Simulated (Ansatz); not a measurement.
System: RuF2, net charge 0, triplet state. The spin state was set by rule; other spins were not relaxed. 
Coordinates optimised at B3LYP-D3(BJ)/def2-TZVP (Ansatz, a program for electronic structure):
```
Ru
F 1 1.8653
F 1 1.8653 2 180.00
```
Charge 0, spin multiplicity 3.

Parts of the frozen-core correlation energy in def2-TZVPPD (Ansatz, hartree). Frozen orbitals: 6; correlated occupied orbitals by spin: 12 and 10; virtual: 118 and 120. UHF or UKS for open shells. No spin-orbit coupling. Past Kr the def2 sets carry scalar-relativistic core potentials. The program attaches cautions to this run: other amplitudes.

| term | value |
|---|---|
| reference (HF) | -293.13564 |
| MP2 opposite-spin | [?] |
| MP2 same-spin | -0.21349 |
| CCSD correlation | [?] |
| (T) | [?] |
| T1 diagnostic | 0.027 |
| largest doubles amplitude | 0.085 |
| <S^2> of the reference | 2.900 |

### Question
What belongs in the gaps?

### Answer

- MP2 opposite-spin, value: -0.50741
- CCSD correlation, value: -0.72536
- (T), value: -0.03110
